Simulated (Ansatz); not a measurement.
System: C4H13NSi (charge 0, singlet). SMILES: NCCCC[SiH3]
Geometry from a B3LYP-D3(BJ)/def2-TZVP (Ansatz, a first-principles code) optimisation:
```xyz
19

N     -3.6467    -0.5573     0.1283
C     -2.4557     0.1824    -0.2935
C     -1.1919    -0.4905     0.2243
C      0.0841     0.2610    -0.1485
C      1.3582    -0.4183     0.3676
Si     2.9409     0.4953    -0.0747
H     -4.4905    -0.0925    -0.1851
H     -3.6504    -1.4845    -0.2827
H     -2.5242     1.1901     0.1263
H     -2.3764     0.3014    -1.3852
H     -1.1377    -1.5106    -0.1741
H     -1.2656    -0.5869     1.3110
H      0.0272     1.2805     0.2474
H      0.1393     0.3634    -1.2374
H      1.4248    -1.4370    -0.0287
H      1.3106    -0.5213     1.4567
H      3.0767     0.6088    -1.5487
H      4.1299    -0.2179     0.4537
H      2.9225     1.8663     0.4940
```
Charge 0, spin multiplicity 1.

Property: vertical ionisation energy (to the doublet state of charge +1; each state is the SCF solution reached for its spin), in eV. Valence correlation only, unless marked. UHF or UKS for open shells. Spin-orbit coupling is left out. Non-relativistic. 

```tsv
level	program	vertical ionisation energy (eV)
HF/aug-cc-pV(T+d)Z	Ansatz	8.14
PBE/def2-TZVPD	Ansatz	8.70
B3LYP/def2-TZVPD	Ansatz	9.14
PBE0/def2-TZVPD	Ansatz	9.14
BHLYP/def2-TZVPD	Ansatz	9.23
CAM-B3LYP/def2-TZVPD	Ansatz	9.41
wB97M-V/def2-TZVPD	Ansatz	9.43
B2PLYP/def2-TZVPD	Ansatz	9.37
CCSD(T)/aug-cc-pV(D+d)Z	Ansatz	9.36
```
